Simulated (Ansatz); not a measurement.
Relaxation of WO2(NH2)2 (WN2O2H4) with RKS PBE-D4/def2-SVP.

```sh
$ ansatz run in.yaml --threads 2 --pin off --events-out ev --progress --plain --max-ram 4352MiB
```

```yaml
crystal:
  periodic: [false, false, false]
  atoms:
    - {symbol: N, position_ang: [-0.398510, 1.627210, -0.277850]}
    - {symbol: N, position_ang: [-0.396770, -1.629820, -0.269720]}
    - {symbol: O, position_ang: [0.454020, 0.004080, 2.074340]}
    - {symbol: O, position_ang: [2.099170, 0.000300, -0.313920]}
    - {symbol: W, position_ang: [0.561240, 0.000800, 0.387450]}
    - {symbol: H, position_ang: [-0.111230, 2.199430, -1.079900]}
    - {symbol: H, position_ang: [-1.047560, 2.202370, 0.271130]}
    - {symbol: H, position_ang: [-1.044280, -2.202900, 0.282540]}
    - {symbol: H, position_ang: [-0.116070, -2.201480, -1.074080]}
basis:
  gaussian: {orbitals: def2-SVP}
hamiltonian: {xc: pbe, dispersion: d4}
scf: {omitted_lower_state_checks: [starts]}
output: {orbitals: {seedname: orbitals}}
relax: {f_tol: 0.02, max_steps: 100}
```

It took 15 s on 2 threads of AMD EPYC 7R43 on a shared host.

Positions (Å) and forces (eV/Å) at steps 1, 2, 3, 4, 5, 6 of 6:

```xyz
9
step=1 energy=-8957.9375 eV
N    -0.399    1.627   -0.278    0.395   -0.185    0.274
N    -0.397   -1.630   -0.270    0.394    0.207    0.275
O     0.454    0.004    2.074    0.341    0.005    2.639
O     2.099    0.000   -0.314    2.587    0.002   -0.622
W     0.561    0.001    0.387   -3.969   -0.011   -2.735
H    -0.111    2.199   -1.080    0.150   -0.253   -0.085
H    -1.048    2.202    0.271   -0.023   -0.257    0.170
H    -1.044   -2.203    0.283   -0.031    0.247    0.177
H    -0.116   -2.201   -1.074    0.156    0.246   -0.093
9
step=2 energy=-8958.1430 eV
N    -0.383    1.631   -0.267   -0.123    0.345   -0.085
N    -0.381   -1.633   -0.259   -0.126   -0.339   -0.083
O     0.476    0.003    2.083   -0.052    0.001   -0.008
O     2.116    0.001   -0.297   -0.027   -0.002   -0.046
W     0.508    0.001    0.350    0.233    0.004    0.160
H    -0.109    2.175   -1.093    0.034   -0.135    0.002
H    -1.058    2.177    0.279    0.014   -0.136    0.032
H    -1.056   -2.177    0.290    0.013    0.133    0.033
H    -0.112   -2.177   -1.086    0.036    0.129   -0.005
9
step=3 energy=-8958.1506 eV
N    -0.367    1.624   -0.256   -0.090    0.215   -0.063
N    -0.366   -1.626   -0.249   -0.090   -0.209   -0.059
O     0.495    0.004    2.104   -0.030    0.000   -0.035
O     2.142    0.000   -0.286   -0.043    0.001   -0.015
W     0.537    0.001    0.370    0.044    0.000    0.030
H    -0.133    2.136   -1.115    0.029   -0.113    0.070
H    -1.087    2.138    0.265    0.076   -0.113    0.004
H    -1.085   -2.138    0.276    0.073    0.110    0.004
H    -0.135   -2.139   -1.108    0.031    0.109    0.065
9
step=4 energy=-8958.1520 eV
N    -0.364    1.629   -0.253   -0.020    0.018   -0.011
N    -0.363   -1.631   -0.248   -0.017   -0.018   -0.018
O     0.492    0.012    2.102   -0.023   -0.013   -0.004
O     2.139   -0.008   -0.288   -0.016    0.011   -0.019
W     0.535    0.001    0.369    0.013    0.005    0.005
H    -0.143    2.131   -1.117    0.052   -0.029   -0.043
H    -1.080    2.138    0.273   -0.013   -0.030    0.057
H    -1.091   -2.133    0.266   -0.024    0.028    0.066
H    -0.125   -2.140   -1.104    0.049    0.029   -0.033
9
step=5 energy=-8958.1518 eV rejected
N    -0.367    1.623   -0.255    0.016   -0.002    0.010
N    -0.366   -1.624   -0.250    0.016    0.003    0.011
O     0.471    0.005    2.105    0.075   -0.001   -0.115
O     2.135   -0.002   -0.309   -0.080    0.001    0.110
W     0.537    0.001    0.370    0.008    0.000    0.009
H    -0.127    2.123   -1.116   -0.011    0.003   -0.001
H    -1.079    2.129    0.279   -0.006    0.003   -0.011
H    -1.084   -2.125    0.282   -0.005   -0.003   -0.011
H    -0.120   -2.131   -1.105   -0.013   -0.003   -0.002
9
step=6 energy=-8958.1534 eV
N    -0.365    1.626   -0.254   -0.011    0.009   -0.002
N    -0.364   -1.628   -0.248   -0.007   -0.009   -0.009
O     0.486    0.006    2.103    0.000    0.001   -0.008
O     2.138   -0.003   -0.294   -0.008    0.000    0.003
W     0.536    0.001    0.369    0.015   -0.001    0.009
H    -0.137    2.123   -1.120    0.008   -0.006   -0.003
H    -1.081    2.131    0.277   -0.003   -0.004    0.005
H    -1.091   -2.125    0.274    0.000    0.006    0.009
H    -0.122   -2.133   -1.106    0.004    0.004   -0.004
```

In the def2 sets W takes a core potential; there is no spin–orbit coupling.
